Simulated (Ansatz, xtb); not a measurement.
## CH2Cl2F2Ge: which of two conformers lies lower

We compare I, `[F][Ge]([F])([Cl])[CH2]Cl`, a singlet, with II, `[F][Ge]([F])([Cl])[CH2]Cl`, a singlet. Both are isolated molecules in the gas phase, relaxed with B3LYP-D3(BJ)/def2-SVP.

I (Å):

```xyz
8

C    -0.7450   -0.3792   -0.4328
Cl   -1.4211   -2.0371   -0.4453
Cl   -0.0451    2.3846    1.4002
F    -2.4712    0.4595    1.9288
F     0.0123   -0.5547    2.5092
Ge   -0.8454    0.3968    1.3522
H    -1.3127    0.2531   -1.1291
H     0.3064   -0.4100   -0.7497
```

II (Å):

```xyz
8

C     1.3506   -2.0883    1.1035
Cl    2.4120   -1.7243   -0.2927
Cl    0.4591    1.2274    1.2302
F     0.0630   -0.8797    3.5308
F     2.6513   -0.1325    3.0229
Ge    1.1599   -0.5164    2.2410
H     1.7921   -2.9031    1.6939
H     0.3618   -2.3970    0.7385
```

**Question.** Estimate which is lower in electronic energy at CCSD(T)/def2-SVP + ΔMP2/def2-TZVPP, and by roughly how much.

**Answer.** Too close to call at this level: CCSD(T)/def2-SVP + ΔMP2/def2-TZVPP gives E(II) − E(I) = −0.31 kcal/mol.

How the difference moves with the method:

```
                             level               geometry  E(II) − E(I) (kcal/mol)  departure from the last row (kcal/mol)  job, with rough time for the two
             B3LYP-D3(BJ)/def2-SVP  B3LYP-D3(BJ)/def2-SVP                     −0.22                                   +0.09                optimisation, 60 s
                       HF/def2-SVP  B3LYP-D3(BJ)/def2-SVP                     −0.21                                   +0.09           part of the CCSD(T) run
                      MP2/def2-SVP  B3LYP-D3(BJ)/def2-SVP                     −0.25                                   +0.06           part of the CCSD(T) run
                  CCSD(T)/def2-SVP  B3LYP-D3(BJ)/def2-SVP                     −0.26                                   +0.05                      single point
CCSD(T)/def2-SVP + ΔMP2/def2-TZVPP  B3LYP-D3(BJ)/def2-SVP                     −0.31                                                        single point, 40 s
```

The largest departure from CCSD(T)/def2-SVP + ΔMP2/def2-TZVPP is that of HF/def2-SVP, 0.09 kcal/mol. Levels run at GFN2-xTB geometries aren't shown. The last row adds to CCSD(T) the change of the MP2 difference between the two basis sets, here −0.05 kcal/mol.

With harmonic frequencies from B3LYP-D3(BJ)/def2-SVP (ideal gas, rigid rotor, one conformer each, 298.15 K, 1 atm): on the last row, ΔE + ΔZPE = −0.32 kcal/mol. A mode under 50 cm⁻¹ makes harmonic enthalpies and free energies unreliable, so none is given.

The correlated steps freeze 22 core orbitals; the filled d shell of Ge is correlated, in a basis made for valence electrons. Run with Ansatz 0.2.0; the last row on 2 threads of Intel(R) Xeon(R) 6975P-C (Granite Rapids) on a shared host.
